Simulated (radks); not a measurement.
Values are calculated unless marked as measured or tabulated.
Spherical quantum dot in the effective-mass picture: electrons in a hard-walled sphere of radius 5.22, all in effective atomic units (hartree* = m*/eps^2 hartree, bohr* = eps/m* bohr), one dielectric constant everywhere. Level of theory: non-relativistic Kohn-Sham, PBEsol, spin-polarised, spherical densities (a radial shooting solver with Libxc functionals). Levels are named by radial order and angular momentum (1s, 1p, 1d, 2s, ...), and open shells are averaged over m. Results are scaled to m* = 0.221 and eps = 9.5, for which hartree* = 66.63 meV and bohr* = 2.275 nm.

N = 3, configuration 1s2 1p(up 1, down 0). This is the lowest configuration that the search found. Occupied and some empty levels:

| level | occupation | eigenvalue (meV) | <r> (nm) |
|---|---|---|---|
| 1s up | 1 | 55.663 | 6.715 |
| 1s down | 1 | 57.524 | 6.607 |
| 1p up | 1 | 65.367 | 7.437 |
| 1p down | 0 | 67.593 | 7.396 |
| 1d up | 0 | 79.486 | 7.930 |
| 1d down | 0 | 81.889 | 7.913 |
| 2s up | 0 | 93.884 | 5.652 |
| 2s down | 0 | 94.782 | 5.680 |
| 1f up | 0 | 97.371 | 8.298 |
| 1f down | 0 | 99.859 | 8.293 |

Energy (meV): total 101.618, kinetic 51.588, external 0, Hartree 88.351, exchange-correlation -38.321.
